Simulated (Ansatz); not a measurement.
A run on C8H16O, SMILES `CC(C)C(=O)C(C)(C)C` with other settings.

```yaml
crystal:
  periodic: [false, false, false]
  atoms:
    - {symbol: C, position_ang: [0.938463, -1.080206, -2.169094]}
    - {symbol: C, position_ang: [0.442669, -1.208076, -0.732032]}
    - {symbol: C, position_ang: [-0.298926, -2.524278, -0.519159]}
    - {symbol: C, position_ang: [-0.506411, -0.055131, -0.432968]}
    - {symbol: O, position_ang: [-1.512208, 0.062781, -1.091340]}
    - {symbol: C, position_ang: [-0.222203, 0.965094, 0.682251]}
    - {symbol: C, position_ang: [-1.410749, 0.914804, 1.645436]}
    - {symbol: C, position_ang: [1.068703, 0.712280, 1.449647]}
    - {symbol: C, position_ang: [-0.164015, 2.343410, 0.018734]}
    - {symbol: H, position_ang: [1.504785, -0.157745, -2.320685]}
    - {symbol: H, position_ang: [0.091658, -1.075046, -2.857873]}
    - {symbol: H, position_ang: [1.589325, -1.920657, -2.421473]}
    - {symbol: H, position_ang: [1.299358, -1.172992, -0.058525]}
    - {symbol: H, position_ang: [0.349010, -3.368448, -0.766582]}
    - {symbol: H, position_ang: [-1.182761, -2.563160, -1.158605]}
    - {symbol: H, position_ang: [-0.624674, -2.641756, 0.517549]}
    - {symbol: H, position_ang: [-1.474561, -0.054241, 2.148250]}
    - {symbol: H, position_ang: [-2.344294, 1.084295, 1.108343]}
    - {symbol: H, position_ang: [-1.300256, 1.685086, 2.413353]}
    - {symbol: H, position_ang: [1.188414, 1.479062, 2.219614]}
    - {symbol: H, position_ang: [1.064481, -0.257789, 1.953081]}
    - {symbol: H, position_ang: [1.948007, 0.759931, 0.802378]}
    - {symbol: H, position_ang: [-1.079339, 2.535842, -0.541569]}
    - {symbol: H, position_ang: [0.682521, 2.418413, -0.669535]}
    - {symbol: H, position_ang: [-0.046986, 3.118540, 0.780794]}
basis:
  gaussian: {orbitals: def2-TZVP}
hamiltonian: {xc: {name: B2PLYP}}
scf: {lower_state_search: light}
output: {forces: true}
```

```sh
$ ansatz run in.yaml --threads 4 --pin off --events-out ev --progress --plain --max-ram 41984MiB --backend cuda --devices 0, --max-vram 37GiB
```

Output, abridged:

```
Functional definition: B2PLYP
2593 factors; integrals over basis functions are off by at most 1.2e-3 eV
mean field evaluation 1: about -10571.8702 eV, gradient 7.5e1 eV
mean field evaluation 2: about -10572.0801 eV, gradient 7.5e1 eV
mean field evaluation 4: about -10584.4683 eV, gradient 8.7e0 eV
mean field evaluation 8: about -10584.6082 eV, gradient 9.0e-1 eV
mean field evaluation 16: about -10584.6101 eV, gradient 1.3e-4 eV
mean field -10584.61012127 eV, -388.9772474501 hartree, gradient 8.2e-6 eV, S^2 0.000000; 0 other end points of the search recorded, 0 dependent functions left out
9 core orbitals not correlated: weight in the atoms' cores, before any rotation towards them, 1.000 or more for the frozen orbitals, at most 0.000 for the correlated occupied ones
reference -10584.61035153 eV, -388.9772559121 hartree; 27, 27 occupied and 339, 339 virtual orbitals, 2593 factors
second order -52.15176479 eV of doubles, -0.00000000 eV of singles
Total energy: -10598.69132802 eV, -389.4947222537 hartree
Atom 0 at     0.938463    -1.080206    -2.169094 Å, force     0.074529    -0.003934    -0.213976 eV/Å
Atom 1 at     0.442669    -1.208076    -0.732032 Å, force     0.162643     0.009152     0.130485 eV/Å
Atom 2 at    -0.298926    -2.524278    -0.519159 Å, force    -0.096069    -0.205700     0.015844 eV/Å
Atom 3 at    -0.506411    -0.055131    -0.432968 Å, force     0.417038    -0.041537     0.272092 eV/Å
Atom 4 at    -1.512208     0.062781    -1.091340 Å, force    -0.541464     0.055597    -0.359494 eV/Å
Atom 5 at    -0.222203     0.965094     0.682251 Å, force    -0.009704    -0.008148    -0.012111 eV/Å
Atom 6 at    -1.410749     0.914804     1.645436 Å, force    -0.161174     0.016715     0.141802 eV/Å
Atom 7 at     1.068703     0.712280     1.449647 Å, force     0.186306    -0.010866     0.133338 eV/Å
Atom 8 at    -0.164015     2.343410     0.018734 Å, force     0.002294     0.202521    -0.071038 eV/Å
Atom 9 at     1.504785    -0.157745    -2.320685 Å, force    -0.024806    -0.045797     0.000738 eV/Å
Atom 10 at     0.091658    -1.075046    -2.857873 Å, force     0.053690    -0.004269     0.028827 eV/Å
Atom 11 at     1.589325    -1.920657    -2.421473 Å, force    -0.026871     0.045959     0.003204 eV/Å
Atom 12 at     1.299358    -1.172992    -0.058525 Å, force    -0.057126    -0.027522    -0.067771 eV/Å
Atom 13 at     0.349010    -3.368448    -0.766582 Å, force    -0.037969     0.032928     0.017759 eV/Å
Atom 14 at    -1.182761    -2.563160    -1.158605 Å, force     0.048557    -0.009964     0.035386 eV/Å
Atom 15 at    -0.624674    -2.641756     0.517549 Å, force     0.013654    -0.001236    -0.050233 eV/Å
Atom 16 at    -1.474561    -0.054241     2.148250 Å, force    -0.004686     0.044528    -0.019480 eV/Å
Atom 17 at    -2.344294     1.084295     1.108343 Å, force     0.040695    -0.005847     0.042949 eV/Å
Atom 18 at    -1.300256     1.685086     2.413353 Å, force    -0.016817    -0.040096    -0.028667 eV/Å
Atom 19 at     1.188414     1.479062     2.219614 Å, force     0.001837    -0.037110    -0.031125 eV/Å
Atom 20 at     1.064481    -0.257789     1.953081 Å, force     0.009544     0.054127    -0.022744 eV/Å
Atom 21 at     1.948007     0.759931     0.802378 Å, force    -0.041114    -0.003769     0.043451 eV/Å
Atom 22 at    -1.079339     2.535842    -0.541569 Å, force     0.051591     0.006632     0.028431 eV/Å
Atom 23 at     0.682521     2.418413    -0.669535 Å, force    -0.040316     0.003516     0.027282 eV/Å
Atom 24 at    -0.046986     3.118540     0.780794 Å, force    -0.004265    -0.025878    -0.044947 eV/Å
Dipole moment:     0.419239    -0.043727     0.278871 e Å
```

Run time 4.8 s (4 threads of an AMD EPYC 7R13 on a shared host and a share of an NVIDIA H100 80 GB); peak host memory 2.4 GiB.
